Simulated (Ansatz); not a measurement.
AlF₂H₆NSi₂, SMILES `[F][Al]([F])[N]([SiH3])[SiH3]`, relaxed with RKS PBE0-D4/def2-TZVP in Ansatz from a PBE-D4/def2-SVP geometry. The force threshold is 0.005 eV/Å; the program also tests the step.

Total charge 0; spin multiplicity 1.

Start:

```xyz
12

F    -2.815   -1.124    0.046
Al   -1.169   -1.357    0.203
F    -0.680   -2.904    0.594
N     0.006   -0.028   -0.095
Si    0.569    0.524    1.476
Si    0.426    0.615   -1.677
H    -0.237   -0.352    2.426
H     0.246    1.966    1.756
H     2.033    0.287    1.730
H    -0.370   -0.153   -2.701
H     0.097    2.082   -1.786
H     1.895    0.444   -1.970
```

| step | energy (eV) | largest force (eV/Å) | largest move (Å) |
| --- | --- | --- | --- |
| 1 | -29366.9864 | 0.845 | 0.000 |
| 2 | -29367.0511 | 0.507 | 0.034 |
| 3 | -29367.0704 | 0.063 | 0.028 |
| 4 | -29367.0708 | 0.033 | 0.017 |
| 5 | -29367.0717 | 0.061 | 0.038 |
| 6 | -29367.0731 | 0.188 | 0.133 |
| 7 | -29367.0762 | 0.157 | 0.037 |
| 8 | -29367.0892 | 0.243 | 0.195 |
| 9 | -29367.0968 | 0.564 | 0.192 |
| 10 | -29367.1317 | 0.153 | 0.200 |
| 11 | -29367.1560 | 0.104 | 0.200 |
| 12 | -29367.1685 | 0.331 | 0.193 |
| 13 | -29367.1723 | 0.394 | 0.131 |
| 14 | -29367.1873 | 0.022 | 0.130 |
| 15 (rejected) | -29367.1870 | 0.264 | 0.123 |
| 16 | -29367.1890 | 0.034 | 0.059 |
| 17 | -29367.1895 | 0.090 | 0.098 |
| 18 | -29367.1902 | 0.097 | 0.014 |
| 19 | -29367.1906 | 0.004 | 0.017 |
| 20 | -29367.1907 | 0.008 | 0.005 |
| 21 | -29367.1907 | 0.013 | 0.012 |
| 22 | -29367.1907 | 0.009 | 0.009 |
| 23 | -29367.1907 | 0.005 | 0.004 |
| 24 | -29367.1907 | 0.004 | 0.002 |

End:

```xyz
12

F    -2.253   -1.781   -1.184
Al   -1.281   -1.441    0.089
F    -1.419   -2.356    1.440
N    -0.110   -0.123    0.007
Si    0.793    0.387    1.409
Si    0.203    0.734   -1.478
H     0.071   -0.030    2.637
H     0.925    1.869    1.383
H     2.158   -0.201    1.420
H    -0.223   -0.104   -2.627
H    -0.524    2.030   -1.520
H     1.661    1.015   -1.576
```

Run time 2.1 min (4 threads of an Intel Xeon Platinum 8259CL on a shared host); peak host memory 0.84 GiB.
